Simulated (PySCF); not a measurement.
NMR data sheet: CH$_{11}$O$_{2}$PSi$_{3}$

| Property | Result |
| --- | --- |
| Formula | CH11O2PSi3 |
| SMILES | [SiH3]O[SiH2]CO[SiH2]P |
| Point group of the computed structure | C1 |
| Carbon signals | 1 |
| Proton signals | 5 |

Atoms are numbered as in `[SiH3:1][O:2][SiH2:3][CH2:4][O:5][SiH2:6][PH2:7]`. Hydrogens are named by the atom that carries them.

Level of theory: σ from GIAO-PBE0/pcSseg-1, coordinates at the GFN2-xTB level, in PySCF 2.14.0 with density-fitted response routines (single conformer, no relativistic terms, one averaged value for each set of equivalent atoms, in vacuum).

Chemical shifts δ = σref − σ; TMS for ¹H, ¹³C, ²⁹Si; H3PO4 for ³¹P; H2O for ¹⁷O, all at this level.

| carbon | δC, type | δH (multiplicity) | HMBC from (2–3 bonds) | span of the C tensor (ppm) |
| --- | --- | --- | --- | --- |
| C4 | 60.8, CH2 | 3.67 (t) | H(Si6), H(Si3) | 82 |

Other nuclei:
```json
{"atoms": "H(Si6)", "nucleus": "¹H", "environment": "hydrogen on a silicon bonded to O, P", "δ (ppm)": "5.52", "σ (ppm)": "26.20"}
{"atoms": "H(Si1)", "nucleus": "¹H", "environment": "hydrogen on a silicon bonded to O", "δ (ppm)": "5.33", "σ (ppm)": "26.39"}
{"atoms": "H(Si3)", "nucleus": "¹H", "environment": "hydrogen on a silicon bonded to C, O", "δ (ppm)": "5.07", "σ (ppm)": "26.65"}
{"atoms": "H(P7)", "nucleus": "¹H", "environment": "hydrogen on a phosphorus bonded to Si", "δ (ppm)": "1.05", "σ (ppm)": "30.67"}
{"atoms": "P7", "nucleus": "³¹P", "environment": "phosphorus bonded to Si, 2 H", "δ (ppm)": "-296.6", "σ (ppm)": "615.0"}
{"atoms": "Si6", "nucleus": "²⁹Si", "environment": "silicon bonded to O, P, 2 H", "δ (ppm)": "-13.8", "σ (ppm)": "363.0"}
{"atoms": "Si3", "nucleus": "²⁹Si", "environment": "silicon bonded to C, O, 2 H", "δ (ppm)": "-31.9", "σ (ppm)": "381.1"}
{"atoms": "Si1", "nucleus": "²⁹Si", "environment": "silicon bonded to O, 3 H", "δ (ppm)": "-39.1", "σ (ppm)": "388.3"}
{"atoms": "O2", "nucleus": "¹⁷O", "environment": "oxygen bonded to 2 Si", "δ (ppm)": "-1.3", "σ (ppm)": "337.3"}
{"atoms": "O5", "nucleus": "¹⁷O", "environment": "oxygen bonded to C, Si", "δ (ppm)": "-13.9", "σ (ppm)": "350.0"}
```

- δH 5.52: hydrogen on a silicon bonded to O, P.
- δH 5.07: hydrogen on a silicon bonded to C, O.
- δH 3.67: hydrogen on an sp3 CH2 bonded to O and Si; its carbon carries O, hence the downfield position.
- δH 1.05: hydrogen on a phosphorus bonded to Si.

Splittings by ³¹P in the carbon and heteronuclear signals aren't shown, as no couplings were computed. Shifts are as computed. Against solution values, carbons near 30 ppm lie about +3 ppm off and those near 130 ppm about +5 ppm. Of 1211 compounds with measured shifts, 218 miss one by over three times the rms of a fit or turn the order of signals round; such compounds aren't used in these exercises. Experimental scales use liquid or dissolved standards, which lie at an offset from isolated H2O (liquid H2O: subtract about 36 ppm) and H3PO4. No couplings were computed; multiplicities are counted from neighbouring protons, with m where these are inequivalent, close in shift, in a saturated or five-membered ring or joined by F or P, and br s for small geminal =CH2 splittings.
